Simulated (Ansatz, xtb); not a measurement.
**Ranking isomers of C6H3FN2**

4 gas-phase structures of C6H3FN2, from a drawn sample of its isomers (lower ones may exist). Each was relaxed with GFN2-xTB:

A. `C#Cc1cnc(F)cn1`, a singlet
B. `N#Cc1cnccc1F`, a singlet
C. `C#Cc1nccc(F)n1`, a singlet
D. `N#CC1=C/C(=C/F)C=N1`, a singlet

Make a reasoned guess at their ranking by r2SCAN-D4/def2-SVP single-point energy.

Calculated order at r2SCAN-D4/def2-SVP: B (0.0), C (128.6), D (134.4), A (148.1) kJ/mol.

Energies above the lowest of each column, in kJ/mol; the last columns are at B3LYP/def2-SVP geometries and were run for some of them only (a dash: not run or not comparable):

```
structure  GFN2-xTB  HF/STO-3G  r2SCAN-D4/def2-SVP  B3LYP/def2-SVP  CCSD(T)/def2-SVP + ΔMP2/def2-TZVPP
        B       0.0        0.0                 0.0             0.0                                 0.0
        C      59.9      191.0               128.6           128.7                               134.0
        D     130.7      149.0               134.4           132.5                               121.2
        A      83.0      202.5               148.1               –                                   –
```

Every level run on B puts it lowest or level with the lowest. CCSD(T)/def2-SVP + ΔMP2/def2-TZVPP orders those it was run on as B (0.0), D (121.2), C (134.0) kJ/mol. Frequencies (GFN2-xTB) were run for B, C, D alone. ΔMP2 is the change of the MP2 energy from the smaller to the larger basis.

Over these structures GFN2-xTB departs from r2SCAN-D4/def2-SVP by 32.5 kJ/mol on average once a common shift is removed. A GFN2-xTB relaxation took about 0.056 s and the r2SCAN-D4/def2-SVP energy about 1.7 s on a shared host (Ansatz 0.2.0, xtb 6.7.1).
